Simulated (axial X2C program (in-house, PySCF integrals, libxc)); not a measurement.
# Ionising CoC

Calculated with an in-house relativistic program for diatomic molecules, spin-free (one-electron X2C) or two-component (2c: spin–orbit coupling with atomic mean-field Coulomb and Gaunt terms, which also bring small scalar terms), in Dyall basis sets with cores contracted in-house; open shells are unrestricted.

Basis sets: C dyall-v3z, Co dyall-cv3z. Frozen shells (counts by l): CoC Co 3s2p, C 1s, 13 electrons correlated; CoC⁺ Co 3s2p, C 1s, 12 electrons correlated. Coupled cluster in natural virtuals with an MP2 remainder. Where the outer core of a metal is frozen, bonds come out longer and ionisation energies lower.

| Hamiltonian | level | CoC state | Re (Å) | ωe (cm⁻¹) | De (eV) |
| --- | --- | --- | --- | --- | --- |
| spin-free | PBE0 | M_S = 1/2, Λ = 2 | 1.674 | 686.6 | 3.25 |
| spin-free | CCSD | M_S = 1/2, Λ = 2 | 1.741 | 517.0 | 1.98 |
| spin-free | CCSD(T) | M_S = 1/2, Λ = 2 | 1.673 | 556.0 | n/a |
| 2c | PBE0 | Ω = 5/2 | 1.675 | 686.1 | n/a |

Adiabatic ionisation energy (minimum to minimum, no zero-point term) and constants of CoC⁺:

| Hamiltonian | level | CoC⁺ state | IE (eV) | Re (Å) | ωe (cm⁻¹) | De (eV) | fragments |
| --- | --- | --- | --- | --- | --- | --- | --- |
| spin-free | PBE0 | M_S = 1, Λ = 2 | 8.16 | 1.601 | 840.9 | 2.95 | Co+ + C |
| spin-free | CCSD | M_S = 1, Λ = 2 | 7.97 | 1.577 | 893.2 | 2.03 | Co+ + C |
| spin-free | CCSD(T) | M_S = 1, Λ = 2 | 7.81 | 1.567 | 975.5 | 2.39 | Co+ + C |
| 2c | PBE0 | Ω = 3 | 8.15 | 1.601 | 839.5 | n/a | Co+ + C |

(1) Add the zero-point terms to the ionisation energy at PBE0, 2c, and say whether the electron removed was bonding.

Each entry is the lowest single determinant of a limited PBE0 search at one distance. De goes to single-determinant-based atoms at the same level (for ions the charge split of lowest energy) and is withheld (n/a) where an atom does not fit its ground term or J level. Main or longest-lived isotopes. One determinant is a doubtful description, or other states lie close, for CoC, CoC⁺; these need not be ground states, and all values refer to the states named. With several unpaired electrons the Ω given is that of one determinant, not necessarily of the lowest component. The functionals have no current term, which raises determinants with orbital currents.

Results:

(1) IE0 = IE + (ωe⁺ − ωe)/2 = 8.15 + (0.010) = 8.16 eV. Re changes by -0.074 Å, so the bond shortens, as on loss of an antibonding or a polarising non-bonding electron.
